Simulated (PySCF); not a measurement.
# Broadened absorption spectrum of C4H9ClF2Si

C4H9ClF2Si.
Atom-mapped SMILES: `[CH3:1][CH2:2][C@:3]([F:4])([CH2:5][Cl:6])[SiH2:7][F:8]` (hydrogens: H9, H10, H11 on C1; H12, H13 on C2; H14, H15 on C5; H16, H17 on Si7)

Theory: TDDFT PBE0/def2-SVPD, vertical, gas phase, core orbitals frozen in the response (PySCF). The structure is a single GFN2-xTB conformer in the gas phase; no vibrational or solvent corrections. Torsions of this conformer, `[CH3:1][CH2:2][C@:3]([F:4])([CH2:5][Cl:6])[SiH2:7][F:8]`: C1–C2–C3–F4 63°, C2–C3–C5–Cl6 -165°, C2–C3–Si7–F8 74°.

Computed states:

| state | E (eV) | f |
| --- | --- | --- |
| S1 | 6.89 | 0.024 |
| S2 | 7.21 | 0.0043 |
| S3 | 7.29 | 0.0027 |
| S4 | 7.44 | 0.0033 |
| S5 | 7.60 | 0.0015 |
| S6 | 7.66 | 0.0077 |
| S7 | 8.04 | 0.0034 |
| S8 | 8.07 | 0.0034 |

Broadening: Gaussians 0.3 eV wide at half height, area fixed by f = 4.319×10⁻⁹ ∫ε dν̃. The cross-section is σ = 3.8235×10⁻²¹ ε cm², given in Mb (10⁻¹⁸ cm²). The width is an assumption, not a result. The curve ends short of the highest state used, and states not computed would add to its high-energy end.

(1) Give the broadened spectrum and its maxima.

(2) Coming from long wavelengths, where does ε first pass 100 L mol⁻¹ cm⁻¹?

Results:

(1) 
```json
{"λ (nm)": "166.1", "σ (Mb)": "2.78"}
{"λ (nm)": "166.5", "σ (Mb)": "2.74"}
{"λ (nm)": "167.0", "σ (Mb)": "2.71"}
{"λ (nm)": "167.5", "σ (Mb)": "2.71"}
{"λ (nm)": "168.0", "σ (Mb)": "2.73"}
{"λ (nm)": "168.5", "σ (Mb)": "2.76"}
{"λ (nm)": "168.9", "σ (Mb)": "2.80"}
{"λ (nm)": "169.4", "σ (Mb)": "2.83"}
{"λ (nm)": "169.9", "σ (Mb)": "2.86"}
{"λ (nm)": "170.4", "σ (Mb)": "2.87"}
{"λ (nm)": "170.9", "σ (Mb)": "2.87"}
{"λ (nm)": "171.3", "σ (Mb)": "2.86"}
{"λ (nm)": "171.8", "σ (Mb)": "2.84"}
{"λ (nm)": "172.3", "σ (Mb)": "2.84"}
{"λ (nm)": "172.8", "σ (Mb)": "2.86"}
{"λ (nm)": "173.3", "σ (Mb)": "2.93"}
{"λ (nm)": "173.7", "σ (Mb)": "3.04"}
{"λ (nm)": "174.2", "σ (Mb)": "3.24"}
{"λ (nm)": "174.7", "σ (Mb)": "3.54"}
{"λ (nm)": "175.2", "σ (Mb)": "3.94"}
{"λ (nm)": "175.7", "σ (Mb)": "4.43"}
{"λ (nm)": "176.1", "σ (Mb)": "4.87"}
{"λ (nm)": "176.6", "σ (Mb)": "5.48"}
{"λ (nm)": "177.1", "σ (Mb)": "6.10"}
{"λ (nm)": "177.6", "σ (Mb)": "6.71"}
{"λ (nm)": "178.0", "σ (Mb)": "7.16"}
{"λ (nm)": "178.5", "σ (Mb)": "7.63"}
{"λ (nm)": "179.0", "σ (Mb)": "7.97"}
{"λ (nm)": "179.5", "σ (Mb)": "8.16"}
{"λ (nm)": "180.0", "σ (Mb)": "8.18"}
{"λ (nm)": "180.4", "σ (Mb)": "8.07"}
{"λ (nm)": "180.9", "σ (Mb)": "7.78"}
{"λ (nm)": "181.4", "σ (Mb)": "7.35"}
{"λ (nm)": "181.9", "σ (Mb)": "6.79"}
{"λ (nm)": "182.4", "σ (Mb)": "6.15"}
{"λ (nm)": "182.8", "σ (Mb)": "5.59"}
{"λ (nm)": "183.3", "σ (Mb)": "4.88"}
{"λ (nm)": "183.8", "σ (Mb)": "4.17"}
{"λ (nm)": "184.3", "σ (Mb)": "3.50"}
{"λ (nm)": "184.8", "σ (Mb)": "2.88"}
{"λ (nm)": "185.2", "σ (Mb)": "2.42"}
{"λ (nm)": "185.7", "σ (Mb)": "1.93"}
{"λ (nm)": "186.2", "σ (Mb)": "1.50"}
{"λ (nm)": "186.7", "σ (Mb)": "1.15"}
{"λ (nm)": "187.2", "σ (Mb)": "0.87"}
{"λ (nm)": "187.6", "σ (Mb)": "0.68"}
{"λ (nm)": "188.1", "σ (Mb)": "0.50"}
{"λ (nm)": "188.6", "σ (Mb)": "0.35"}
{"λ (nm)": "189.1", "σ (Mb)": "0.25"}
{"λ (nm)": "189.6", "σ (Mb)": "0.17"}
{"λ (nm)": "190.0", "σ (Mb)": "0.13"}
{"λ (nm)": "190.5", "σ (Mb)": "0.09"}
{"λ (nm)": "191.0", "σ (Mb)": "0.06"}
{"λ (nm)": "191.5", "σ (Mb)": "0.04"}
{"λ (nm)": "192.0", "σ (Mb)": "0.02"}
{"λ (nm)": "192.4", "σ (Mb)": "0.02"}
```

Maxima: 180 nm (6.90 eV), ε about 2100, made up of S1 (99%); 171 nm (7.27 eV), ε about 750, made up of S2 (47%), S3 (32%) and S4 (16%) (hardly more than a shoulder) (ε in L mol⁻¹ cm⁻¹; maxima over ε = 5, shares over 10%). At its high-energy end, 7.47 eV, the curve is still rising (ε about 730, from S3, S4, S5 and S6).

(2) At about 188 nm (6.58 eV), 0.31 eV below S1.
